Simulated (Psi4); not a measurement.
Psi4 input (wB97X-D/6-31G*):

```
memory 1500 MB

molecule {
0 1
F    -1.49074500    0.99274800    0.46511500
Si   -0.81030500   -0.37078800   -0.06553200
Si    1.51930900   -0.10314400   -0.15630000
H    -1.19576600   -1.45647200    0.86628000
H    -1.37541400   -0.66266500   -1.40382400
H     2.11636600   -1.37032800   -0.64665600
H     1.88270700    0.99266600   -1.08563500
H     2.06274900    0.19711700    1.18944800
symmetry c1
no_reorient
no_com
}

set {
  basis 6-31G*
  reference rks
  scf_type pk
  dft_radial_points 99
  dft_spherical_points 590
  e_convergence 1e-8
  d_convergence 1e-7
  maxiter 150
}

e = energy('wb97x-d')
print_out(f'\nFINAL {e:.10f} DIPOLE {variable("CURRENT DIPOLE")[0]:.6f} {variable("CURRENT DIPOLE")[1]:.6f} {variable("CURRENT DIPOLE")[2]:.6f}\n')
```

Output:

```
   => Loading Basis Set <=

    Name: 6-31G*
    Role: ORBITAL
    Keyword: BASIS
    atoms 1   entry F          line   162 file 6-31gs.gbs
    atoms 2-3 entry SI         line   268 file 6-31gs.gbs
    atoms 4-8 entry H          line    44 file 6-31gs.gbs

   => WB97X-D: Empirical Dispersion <=

    Chai and Head-Gordon Dispersion Correction
    Chai, J.-D.; Head-Gordon, M. (2010), J. Chem. Phys., 132: 6615-6620

        s6 =       1.000000

         ---------------------------------------------------------
                                   SCF
               by Justin Turney, Rob Parrish, Andy Simmonett
                          and Daniel G. A. Smith
                              RKS Reference
         ---------------------------------------------------------

  ==> Geometry <==

    Molecular point group: c1
    Full point group: C1

    Geometry (in Angstrom), charge = 0, multiplicity = 1:

       Center              X                  Y                   Z               Mass
    ------------   -----------------  -----------------  -----------------  -----------------
         F           -1.490745000000     0.992748000000     0.465115000000    18.998403162730
         SI          -0.810305000000    -0.370788000000    -0.065532000000    27.976926534650
         SI           1.519309000000    -0.103144000000    -0.156300000000    27.976926534650
         H           -1.195766000000    -1.456472000000     0.866280000000     1.007825032230
         H           -1.375414000000    -0.662665000000    -1.403824000000     1.007825032230
         H            2.116366000000    -1.370328000000    -0.646656000000     1.007825032230
         H            1.882707000000     0.992666000000    -1.085635000000     1.007825032230
         H            2.062749000000     0.197117000000     1.189448000000     1.007825032230

  Running in c1 symmetry.

  Rotational constants: A =      0.52652  B =      0.10960  C =      0.09684 [cm^-1]
  Rotational constants: A =  15784.62894  B =   3285.68007  C =   2903.11798 [MHz]
  Nuclear repulsion =  151.716792147646828

  Charge       = 0
  Multiplicity = 1
  Electrons    = 42
  Nalpha       = 21
  Nbeta        = 21

  ==> Algorithm <==

  SCF Algorithm Type is PK.
  DIIS enabled.
  MOM disabled.
  Fractional occupation disabled.
  Guess Type is SAD.
  Energy threshold   = 1.00e-08
  Density threshold  = 1.00e-07
  Integral threshold = 1.00e-12

  ==> Primary Basis <==

  Basis Set: 6-31G*
    Blend: 6-31G*
    Number of shells: 32
    Number of basis functions: 63
    Number of Cartesian functions: 63
    Spherical Harmonics?: false
    Max angular momentum: 2

  ==> DFT Potential <==

   => LibXC <=

    Version 7.1.2
    S. Lehtola, C. Steigemann, M. J. T. Oliveira, and M. A. L. Marques,  SoftwareX 7, 1–5 (2018) (10.1016/j.softx.2017.11.002)

   => Composite Functional: WB97X-D <=

    wB97X-D Hyb-GGA Exchange-Correlation Functional

    J.-D. Chai and M. Head-Gordon,  Phys. Chem. Chem. Phys. 10, 6615–6620 (2008) (10.1039/B810189B)

    Deriv               =              1
    GGA                 =           TRUE
    Meta                =          FALSE

    Exchange Hybrid     =           TRUE
    MP2 Hybrid          =          FALSE

   => Exchange-Correlation Functionals <=

    1.0000   wB97X-D range-separated functional

   => Exact (HF) Exchange <=

    0.7780            HF,LR [omega = 0.2000]
    0.2220               HF

   => LibXC Density Thresholds  <==

    XC_HYB_GGA_XC_WB97X_D:  1.00E-14

   => Molecular Quadrature <=

    Radial Scheme          =       TREUTLER
    Pruning Scheme         =           NONE
    Nuclear Scheme         =       TREUTLER

    Blocking Scheme        =         OCTREE
    BS radius alpha        =              1
    Pruning alpha          =              1
    Radial Points          =             99
    Spherical Points       =            590
    Total Points           =         444871
    Total Blocks           =           3192
    Max Points             =            256
    Max Functions          =             62
    Weights Tolerance      =       1.00E-15

  ==> Integral Setup <==

  Using in-core PK algorithm.
   Calculation information:
      Number of atoms:                   8
      Number of AO shells:              32
      Number of primitives:             89
      Number of atomic orbitals:        63
      Number of basis functions:        63

      Integral cutoff                 1.00e-12
      Number of threads:                 1

  Performing in-core PK
  Using 6099408 doubles for integral storage.
  We computed 127353 shell quartets total.
  Whereas there are 139656 unique shell quartets.

  Computing range-separated integrals for PK
  We computed 127353 wK shell quartets total.
  Whereas there are 139656 wK unique shell quartets.

  ==> DiskJK: Disk-Based J/K Matrices <==

    J tasked:                  Yes
    K tasked:                  Yes
    wK tasked:                 Yes
    Omega:               2.000E-01
    Schwarz Cutoff:          1E-12


  Cached 100.0% of DFT collocation blocks in 0.635 [GiB].

  Minimum eigenvalue in the overlap matrix is 5.3235129444E-03.
  Reciprocal condition number of the overlap matrix is 9.4053554752E-04.
    Using symmetric orthogonalization.

  ==> Pre-Iterations <==

  SCF Guess: Superposition of Atomic Densities via on-the-fly atomic UHF (no occupation information).

   -------------------------
    Irrep   Nso     Nmo
   -------------------------
     A         63      63
   -------------------------
    Total      63      63
   -------------------------

  ==> Iterations <==

                        Total Energy        Delta E     RMS |[F,P]|

   @RKS iter SAD:  -681.05204551048053   -6.81052e+02   0.00000e+00
   @RKS iter   1:  -681.75320137374626   -7.01156e-01   5.62636e-03 ADIIS/DIIS
   @RKS iter   2:  -681.75590503107924   -2.70366e-03   6.32161e-03 ADIIS/DIIS
   @RKS iter   3:  -681.80291906943387   -4.70140e-02   4.42347e-04 ADIIS/DIIS
   @RKS iter   4:  -681.80344684393424   -5.27775e-04   1.04274e-04 ADIIS/DIIS
   @RKS iter   5:  -681.80351375254304   -6.69086e-05   1.88657e-05 DIIS
   @RKS iter   6:  -681.80351556674339   -1.81420e-06   3.39409e-06 DIIS
   @RKS iter   7:  -681.80351562521776   -5.84744e-08   4.20454e-07 DIIS
   @RKS iter   8:  -681.80351562633632   -1.11856e-09   1.10000e-07 DIIS
   @RKS iter   9:  -681.80351562640578   -6.94627e-11   2.17206e-08 DIIS
  Energy and wave function converged.

  ==> Post-Iterations <==

   Electrons on quadrature grid:
      Ntotal   =   41.9999978542 ; deviation = -2.146e-06

    Orbital Energies [Eh]
    ---------------------

    Doubly Occupied:

       1A    -66.316147     2A    -66.273435     3A    -24.808867
       4A     -5.429965     5A     -5.395648     6A     -3.776602
       7A     -3.773237     8A     -3.773061     9A     -3.739615
      10A     -3.739503    11A     -3.739292    12A     -1.273289
      13A     -0.671659    14A     -0.616164    15A     -0.530951
      16A     -0.524279    17A     -0.511250    18A     -0.445494
      19A     -0.440876    20A     -0.419695    21A     -0.372192

    Virtual:

      22A      0.056354    23A      0.092077    24A      0.100888
      25A      0.153671    26A      0.166546    27A      0.195386
      28A      0.203354    29A      0.248213    30A      0.294925
      31A      0.311191    32A      0.323267    33A      0.326199
      34A      0.338396    35A      0.421441    36A      0.492048
      37A      0.599086    38A      0.613952    39A      0.677920
      40A      0.737677    41A      0.750698    42A      0.752714
      43A      0.762610    44A      0.771865    45A      0.854083
      46A      0.998754    47A      1.144100    48A      1.220062
      49A      1.225110    50A      1.240786    51A      1.256204
      52A      1.368594    53A      1.407493    54A      1.416808
      55A      1.731375    56A      1.942274    57A      1.942629
      58A      2.090679    59A      2.097282    60A      2.875116
      61A      2.958132    62A      3.038356    63A      4.221441

    Final Occupation by Irrep:
              A
    DOCC [    21 ]
    NA   [    21 ]
    NB   [    21 ]

  @RKS Final Energy:  -681.80351562640578

   => Energetics <=

    Nuclear Repulsion Energy =            151.7167921476468280
    One-Electron Energy =               -1247.2125325209322000
    Two-Electron Energy =                 452.6207131714370462
    DFT Exchange-Correlation Energy =     -38.9258683442394187
    Empirical Dispersion Energy =          -0.0026200803180098
    VV10 Nonlocal Energy =                  0.0000000000000000
    Total Energy =                       -681.8035156264057832

Computation Completed

Properties will be evaluated at   0.000000,   0.000000,   0.000000 [a0]

Properties computed using the SCF density matrix

 Multipole Moments:

 ------------------------------------------------------------------------------------
     Multipole            Electronic (a.u.)      Nuclear  (a.u.)        Total (a.u.)
 ------------------------------------------------------------------------------------

 L = 1.  Multiply by 2.5417464519 to convert [e a0] to [Debye]
 Dipole X            :          0.2602736           -0.0000132            0.2602603
 Dipole Y            :         -0.4198650            0.0000038           -0.4198612
 Dipole Z            :         -0.1674123            0.0000000           -0.1674123
 Magnitude           :                                                    0.5215800

 ------------------------------------------------------------------------------------

FINAL -681.8035156264 DIPOLE 0.260260 -0.419861 -0.167412

*** Psi4 exiting successfully. Buy a developer a beer!
```

The geometry given is a B3LYP-D3(BJ)/def2-TZVP minimum.
